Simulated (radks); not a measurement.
Results of a calculation; reference values are marked as such.
Species: Pr50+. Configuration: [He] 2s2 2p5 (the NIST ground configuration). Code: a radial shooting solver on a logarithmic mesh with Libxc functionals. Model: scalar-relativistic Kohn-Sham, LB94 model potential, spin-polarised, spherical densities, finite nucleus; open shells are filled with parallel spins first (spin-orbit coupling, left out, can overturn this in heavy ions); Fermi nuclear charge, rms radius 4.8919 fm. Some entries of the table are withheld. Estimate them.

orbital,occ.,eigenvalue (Ry),<r^2> (bohr^2)
1s down,1,-3378.524,0.0007845
1s up,1,-3378.355,0.0007849
2s up,1,-766.1578,(1)
2s down,1,-764.8658,(2)
2p up,3,(3),(4)
2p down,2,(5),(6)

Answer. 
(1) 2s up <r^2> (bohr^2): 0.01190
(2) 2s down <r^2> (bohr^2): 0.01192
(3) 2p up eigenvalue (Ry): -718.4008
(4) 2p up <r^2> (bohr^2): 0.009370
(5) 2p down eigenvalue (Ry): -717.0915
(6) 2p down <r^2> (bohr^2): 0.009379
